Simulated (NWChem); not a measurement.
The numbers come from NWChem runs, not from measurements. System: methylammonium (CH6N (+1)), charge 1, spin multiplicity 1, at a geometry optimised with PBE0/def2-SVP. Level: RI-MP2/cc-pVDZ, 2 core orbitals frozen.

NWChem printed:

```
             Northwest Computational Chemistry Package (NWChem) 7.3.0
             --------------------------------------------------------

                                NWChem Input Module
                                -------------------

 Scaling coordinates for geometry "geometry" by  1.889725989
 (inverse scale =  0.529177249)

 Turning off AUTOSYM since
 SYMMETRY directive was detected!

                             Geometry "geometry" -> ""
                             -------------------------

 Output coordinates in angstroms (scale by  1.889725989 to convert to a.u.)

  No.       Tag          Charge          X              Y              Z
 ---- ---------------- ---------- -------------- -------------- --------------
    1 C                    6.0000     0.78880600     0.04750600     0.00000000
    2 N                    7.0000    -0.70027600    -0.04217400     0.00000000
    3 H                    1.0000     1.11011200     0.58681100     0.89894100
    4 H                    1.0000     1.11011200     0.58681100    -0.89894100
    5 H                    1.0000     1.20372300    -0.96739700     0.00000000
    6 H                    1.0000    -1.05626000    -0.54165900     0.82648800
    7 H                    1.0000    -1.05626000    -0.54165900    -0.82648800
    8 H                    1.0000    -1.14233600     0.88727600     0.00000000

 Effective nuclear repulsion energy (a.u.)      47.8295271957

            Nuclear Dipole moment (a.u.)
            ----------------------------
        X                 Y               Z
 ---------------- ---------------- ----------------
    -0.0000094486     0.0000018897     0.0000000000

      Symmetry information
      --------------------

 Group name             Cs
 Group number              2
 Group order               2
 No. of unique centers     6

      Symmetry unique atoms

     1    2    3    5    6    8


 Summary of "ao basis" -> "" (spherical)
 ------------------------------------------------------------------------------
       Tag                 Description            Shells   Functions and Types
 ---------------- ------------------------------  ------  ---------------------
 *                          cc-pvdz                   on all atoms

 Summary of "ri-mp2 basis" -> "" (spherical)
 ------------------------------------------------------------------------------
       Tag                 Description            Shells   Functions and Types
[...]
     1   0 1 0     -0.053594      0.000000      0.000002
     1   0 0 1      0.000000      0.000000      0.000000

     2   2 0 0     -5.130065      0.000000     52.194473
     2   1 1 0      0.147429      0.000000      2.502045
     2   1 0 1     -0.000000      0.000000      0.000000
     2   0 2 0     -7.569273      0.000000     10.801007
     2   0 1 1      0.000000      0.000000      0.000000
     2   0 0 2     -7.578212      0.000000     10.650180

                               NWChem RI-MP2 Module
                               --------------------

 Summary of "ri-mp2 basis" -> "ri-mp2 basis" (spherical)
 ------------------------------------------------------------------------------
       Tag                 Description            Shells   Functions and Types
 ---------------- ------------------------------  ------  ---------------------
 C                         cc-pvdz-ri               18       56   7s5p4d2f
 N                         cc-pvdz-ri               18       56   7s5p4d2f
 H                         cc-pvdz-ri                6       14   3s2p1d

 SCF Reference Information:
            File: './mol.movecs'
           Title: ''
    Size (AOxMO):     58 x     58
       Total Occ:              18.00
 RI-MP2 Calculation Information:
          Nr. of AO basis functions:         58
     Nr. of fitting basis functions:        196
               Nr. of MO spin cases:          1
        Nr. of MOs to be correlated:         56
     Nr. of occupied MOs correlated:          7
      Nr. of virtual MOs correlated:         49

          RI integral approximation: 'V'
    Threshold for Schwarz screening:  1.000E-09
 Smallest eigenvalue retained in fit  1.000E-08
    Type of storage for MO integrals 'EAF library'

 Transformation block size    7, requiring     1 integral passes.
 XForm_3cInts: Completed     1:    7 pass.
 Energy evaluation using block sizes     7    7
 RIMP2_V_E2: Approx. ints. done (    1:    7,    1:    7)
 RIMP2_V_E2: Copy to B done (    1:    7,    1:    7)
 RIMP2_V_E2: Denominators done (    1:    7,    1:    7)
 RIMP2_V_E2: Completed block (    1:    7,    1:    7)

          -------------------------------------------
          SCF energy                 -95.587053512276
          Correlation energy          -0.323425626933
          Total MP2 energy           -95.910479139209
          -------------------------------------------

 -----------------------
 Performance information
 -----------------------

 Timer overhead =  1.35D-07 seconds/call

               Nr. of calls         CPU time (s)                 Wall time (s)                GFlops
             ---------------    -------------------     ------------------------------   -------------------
Name         Min   Avg   Max    Min     Avg     Max     Min     Avg     Max   Mx/calls   Min     Max     Sum
Overall       1     1     1   0.38    0.38    0.38     0.38    0.38    0.38    0.38      0.0     0.0     0.0
3c integr     1     1     1   0.10    0.10    0.10     0.10    0.10    0.10    0.10      0.0     0.0     0.0
Energy        1     1     1   9.43E-3 9.43E-3 9.43E-3  9.43E-3 9.43E-3 9.43E-3 9.43E-3   0.0     0.0     0.0
3c integr     1     1     1   9.81E-2 9.81E-2 9.81E-2  9.81E-2 9.81E-2 9.81E-2 9.81E-2   0.0     0.0     0.0
First 2/3     3     3     3   6.82E-4 6.82E-4 6.82E-4  6.82E-4 6.82E-4 6.82E-4 2.27E-4   0.0     0.0     0.0
Final 1/3     1     1     1   9.38E-4 9.38E-4 9.38E-4  9.38E-4 9.38E-4 9.38E-4 9.38E-4   0.0     0.0     0.0
Write 3c      1     1     1   1.62E-4 1.62E-4 1.62E-4  1.62E-4 1.62E-4 1.62E-4 1.62E-4   0.0     0.0     0.0
Read 3c i     1     1     1   8.01E-5 8.01E-5 8.01E-5  8.01E-5 8.01E-5 8.01E-5 8.01E-5   0.0     0.0     0.0
Fitting b     1     1     1   1.73E-2 1.73E-2 1.73E-2  1.73E-2 1.73E-2 1.73E-2 1.73E-2   0.0     0.0     0.0
Schwarz i     1     1     1   2.01E-3 2.01E-3 2.01E-3  2.01E-3 2.01E-3 2.01E-3 2.01E-3   0.0     0.0     0.0
Form 4ci      1     1     1   1.29E-3 1.29E-3 1.29E-3  1.29E-3 1.29E-3 1.29E-3 1.29E-3   0.0     0.0     0.0
Form A &      1     1     1   7.38E-3 7.38E-3 7.38E-3  7.38E-3 7.38E-3 7.38E-3 7.38E-3   0.0     0.0     0.0
Denominat     1     1     1   6.67E-5 6.67E-5 6.67E-5  6.67E-5 6.67E-5 6.67E-5 6.67E-5   0.0     0.0     0.0
Pair Ener     1     1     1   2.99E-4 2.99E-4 2.99E-4  2.99E-4 2.99E-4 2.99E-4 2.99E-4   0.0     0.0     0.0

 The average no. of pstat calls per process was 1.60D+01
 with a timing overhead of 2.17D-06s

 Task  times  cpu:        0.4s     wall:        0.4s

 Total times  cpu:        0.4s     wall:        0.4s
```

**Question.** Write an NWChem input that would produce this output.

**Answer.** One answer among several that fit: 
```
start mol
memory heap 200 mb stack 900 mb global 1100 mb
charge 1
geometry units angstroms nocenter noautoz
  C      0.788806     0.047506     0.000000
  N     -0.700276    -0.042174     0.000000
  H      1.110112     0.586811     0.898941
  H      1.110112     0.586811    -0.898941
  H      1.203723    -0.967397     0.000000
  H     -1.056260    -0.541659     0.826488
  H     -1.056260    -0.541659    -0.826488
  H     -1.142336     0.887276     0.000000
  symmetry group Cs
end
basis spherical
  * library cc-pvdz
end
basis "ri-mp2 basis" spherical
  * library cc-pvdz-ri
end
scf
  rhf
  nopen 0
  maxiter 100
  thresh 1e-7
  semidirect memsize 60000000 filesize 0
end
mp2
  freeze core 2
end
task rimp2 energy
```
